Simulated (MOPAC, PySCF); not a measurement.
cyclo[10]carbon `c1c#cc#cc#cc#cc#1`, neutral singlet in the gas phase. 

Z-matrix (Å, degrees):
```
C
C 1 1.2949
C 2 1.2949 1 124.71
C 1 1.2949 2 163.28 3 0.00
C 4 1.2949 1 124.73 2 0.01
C 5 1.2949 4 163.27 1 0.00
C 6 1.2949 5 124.72 4 -0.01
C 7 1.2949 6 163.28 5 0.01
C 8 1.2949 7 124.72 6 0.00
C 9 1.2949 8 163.28 7 -0.01
```
Charge 0, multiplicity 1.

All levels are single points at this geometry (CAM-B3LYP-D3(BJ)/def2-SVP); Pople sets use spherical d functions. Orbital energies aren't observables, and empty levels follow the basis.

```json
[
 {"level": "CAM-B3LYP-D3(BJ)/def2-SVP in PySCF", "HOMO (eV)": "-8.87", "LUMO (eV)": "-1.15", "gap (eV)": "7.73", "dipole (D)": "0.00", "vertical IE, Delta-SCF (eV)": "9.69"},
 {"level": "PBE0-D3(BJ)/def2-SVP in PySCF", "HOMO (eV)": "-7.85", "LUMO (eV)": "-2.18", "gap (eV)": "5.67", "dipole (D)": "0.00", "vertical IE, Delta-SCF (eV)": "9.54"},
 {"level": "B3LYP/3-21G in PySCF", "HOMO (eV)": "-7.55", "LUMO (eV)": "-2.12", "gap (eV)": "5.43", "dipole (D)": "0.00", "vertical IE, Delta-SCF (eV)": "–"},
 {"level": "B3LYP/6-311+G** in PySCF", "HOMO (eV)": "-7.70", "LUMO (eV)": "-2.36", "gap (eV)": "5.34", "dipole (D)": "0.00", "vertical IE, Delta-SCF (eV)": "–"},
 {"level": "BP86/6-31G* in PySCF", "HOMO (eV)": "-6.63", "LUMO (eV)": "-2.61", "gap (eV)": "4.03", "dipole (D)": "0.00", "vertical IE, Delta-SCF (eV)": "–"},
 {"level": "HF/3-21G in PySCF", "HOMO (eV)": "-9.84", "LUMO (eV)": "1.00", "gap (eV)": "10.83", "dipole (D)": "0.00", "vertical IE, Delta-SCF (eV)": "–"},
 {"level": "HF/6-31G* in PySCF", "HOMO (eV)": "-9.43", "LUMO (eV)": "1.21", "gap (eV)": "10.64", "dipole (D)": "0.00", "vertical IE, Delta-SCF (eV)": "–"},
 {"level": "HF/STO-3G in PySCF", "HOMO (eV)": "-7.47", "LUMO (eV)": "4.56", "gap (eV)": "12.03", "dipole (D)": "0.00", "vertical IE, Delta-SCF (eV)": "–"},
 {"level": "PM7 in MOPAC", "HOMO (eV)": "-10.04", "LUMO (eV)": "-2.02", "gap (eV)": "8.02", "dipole (D)": "0.00", "vertical IE, Delta-SCF (eV)": "–"}
]
```
